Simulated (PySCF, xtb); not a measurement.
Si(F)(OH)(SH)2 (FH3OS2Si), SMILES O[Si](F)(S)S. One conformer was computed; it need not be the lowest.

Harmonic wavenumbers (cm⁻¹) from xtb with GFN2-xTB at its own minimum, in rising order: 76, 94, 126, 156, 192, 229, 235, 294, 454, 575, 730, 732, 781, 839, 943, 2463, 2478, 3628.

**Question.** What does PBE0-D3(BJ)/def2-SVP in PySCF give at its own minimum? (An estimate is asked for; the answer gives what the named calculation found.)

**Answer.** 122, 148, 193, 241, 248, 265, 287, 339, 476, 599, 727, 745, 816, 907, 961, 2711, 2717, 3910. Paired by order, the mean absolute difference is 78 cm⁻¹ and the zero-point energies are 21.5 and 23.5 kcal/mol.
